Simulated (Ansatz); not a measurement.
Wavefunction ladder for ClH$_{7}$NSi$_{3}$, SMILES `[SiH2]N([SiH3])[SiH2]Cl` radical

Cartesian coordinates in Å:
```
Si 1.613 0.630 -0.887
N 0.171 0.094 -0.066
Si -0.904 -1.017 -0.885
Si -0.100 0.498 1.584
Cl 0.379 -1.062 2.835
H 1.424 0.324 -2.335
H 1.808 2.094 -0.679
H -1.908 -1.481 0.106
H -0.145 -2.177 -1.414
H -1.587 -0.337 -2.014
H -1.529 0.798 1.816
H 0.778 1.635 1.939
```

Total charge 0; spin multiplicity 2. Geometry: relaxed with PBE0-D4/def2-TZVP. It is one conformer, not always the lowest. Frozen core, unrestricted reference, Ansatz 0.2.0. CBS rows extrapolate triple and quadruple zeta; past MP2 they add the triple-zeta difference.

```csv
basis,HF (Eh),MP2 corr.
def2-SVP,-1384.44322,-0.57854
def2-TZVPP,-1384.98531,-0.74933
def2-QZVPP,-1385.02882,-0.81035
```

Estimate the CCSD correlation energy and the (T) correction in each basis where they were run (hartree).


```json
{"basis": "def2-SVP", "CCSD corr.": "-0.64872", "(T)": "-0.01702"}
{"basis": "def2-TZVPP", "CCSD corr.": "-0.81929", "(T)": "-0.03245"}
{"basis": "CBS(def2)", "CCSD corr.": "-0.92550", "(T)": "as TZ"}
```
